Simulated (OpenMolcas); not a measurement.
Co IV: effect of the basis set

* Program: OpenMolcas 26.06
* Method: SS-CASPT2, IPEA 0.25 Eh, imaginary shift 0.1 Eh (closed shells correlated: 3s 3p)
* Active space: 6 electrons in 5 orbitals (3d)
* State averaging: 2S+1 = 5 even, 5 roots; 2S+1 = 3 even, 45 roots; 2S+1 = 1 even, 50 roots
* Spin-orbit coupling: state interaction with AMFI integrals over the reference wave functions, term energies averaged over their components

A. ANO-RCC-VDZP [5s4p2d1f], DKH2, point nucleus; CASPT2 step of the order of 12 core-seconds
B. ANO-RCC-VTZP [6s5p3d2f1g], DKH2, point nucleus; CASPT2 step about 21 core-seconds
C. ANO-L-VTZP [6s5p3d2f1g], non-relativistic, point nucleus; CASPT2 step of the order of 13 core-seconds
D. ANO-R2 [7s5p4d2f1g], X2C, finite nucleus; CASPT2 step roughly 16 core-seconds
E. ANO-RCC-VQZP [7s6p4d3f2g1h], DKH2, point nucleus; CASPT2 step of the order of 50 core-seconds
F. ANO-R3 [8s5p5d3f2g1h], X2C, finite nucleus; CASPT2 step of the order of 50 core-seconds

Energies in cm-1 above 3d6 5D4, the measured ground level; measured values from Sugar and Corliss, J. Phys. Chem. Ref. Data 10, 1097 (1981).

| Level | A | B | C | D | E | F | Measured |
| --- | --- | --- | --- | --- | --- | --- | --- |
| 3d6 5D4 | 0.0 | 0.0 | 0.0 | 0.0 | 0.0 | 0.0 | 0.0 |
| 3d6 5D3 | 657 | 657 | 648 | 620 | 618 | 626 | 639 |
| 3d6 5D2 | 1111 | 1111 | 1095 | 1049 | 1047 | 1059 | 1078 |
| 3d6 5D1 | 1400 | 1401 | 1381 | 1324 | 1321 | 1337 |  |
| 3d6 5D0 | 1542 | 1542 | 1521 | 1458 | 1455 | 1472 | 1494 |
| 3d6 3P2(1) | 22970 | 22930 | 22880 | 22870 | 22890 | 22560 | 22883 |
| 3d6 3H6 | 24800 | 23970 | 24140 | 24120 | 23970 | 23680 | 23680 |
| 3d6 3P1(1) | 24890 | 24840 | 24760 | 24690 | 24700 | 24390 | 24729 |
| 3d6 3H5 | 25110 | 24280 | 24440 | 24410 | 24270 | 23980 | 24032 |
| 3d6 3H4 | 25310 | 24480 | 24650 | 24610 | 24470 | 24180 | 24272 |
| 3d6 3P0(1) | 25660 | 25610 | 25530 | 25430 | 25440 | 25130 | 25449 |
| 3d6 3F4(1) | 26170 | 25630 | 25700 | 25640 | 25640 | 25280 | 25396 |
| 3d6 3F3(1) | 26480 | 25960 | 26020 | 25950 | 25950 | 25590 | 25736 |
| 3d6 3F2(1) | 26710 | 26200 | 26250 | 26170 | 26170 | 25820 | 25969 |
| 3d6 3G5 | 30480 | 29380 | 29550 | 29460 | 29380 | 29040 | 29022 |
| 3d6 3G4 | 31040 | 29960 | 30110 | 30000 | 29920 | 29590 | 29592 |
| 3d6 3G3 | 31300 | 30210 | 30360 | 30250 | 30160 | 29830 | 29868 |
| 3d6 1I6 | 37680 | 36510 | 36740 | 36680 | 36490 | 36030 | 35943 |
| 3d6 3D2 | 38150 | 36730 | 36910 | 36750 | 36860 | 36390 | 36348 |
| 3d6 3D1 | 38160 | 36720 | 36910 | 36750 | 36850 | 36390 | 36382 |
| 3d6 1G4(1) | 38300 | 37570 | 37690 | 37580 | 37430 | 37000 | 36683 |
| 3d6 3D3 | 38370 | 36930 | 37120 | 36950 | 37050 | 36590 | 36554 |
| 3d6 1S0(1) | 42740 | 42030 | 42090 | 41940 | 42030 | 41460 | 41442 |
| 3d6 1D2(1) | 44230 | 43490 | 43540 | 43400 | 43440 | 42920 | 42342 |

Deviations, from unrounded energies. A percentage is the sum of absolute deviations over the sum of measured energies, with the sign that they share, or ± where signs differ.

```tsv
Against measurement	Levels	A	B	C	D	E	F
mean absolute deviation (cm-1)	22	1000	330	410	340	320	120
fine structure of the ground term (%)	3	+3.1	+3.1	+1.7	-2.6	-2.8	-1.6
other terms of the ground configuration (%)	19	+3.9	+1.2	±1.6	±1.3	±1.2	±0.5
```

F lies closest to measurement on these levels and A furthest from it. The largest miss of F in the table is 3d6 1D2(1), by +580 cm-1. The ranking rests on the paired levels alone, and a cruder setting can come out closer through cancelling errors.

Among A to F the level of the table that moves most is 3d6 3D3, by 1800 cm-1 (lowest in F, highest in A). Moves below CASPT2's spread within the term are not significant.

Term energies are means over components that CASPT2 splits; among the terms shown or strongly mixed into the levels shown the widest spread is 280 cm-1 (3d6 1G(1), F). The CASPT2 spread within a term exceeds the gap to the next term for 3d6 1G(1) and 3d6 3D, so the order of their levels is uncertain (holds for A). The basis is small and was not contracted for so high a charge (holds for A). Computed and measured levels are paired by configuration, term and J; levels that our copy of the source lacks, or whose pairing is in doubt (as where it misses far off the trend of its configuration), stay unpaired and out of the deviations. Only configurations of the active space appear. Levels that lie high or do not pair safely by name in every column are left out.

A number in round brackets counts repeated terms of one configuration in the order of the reference energies.
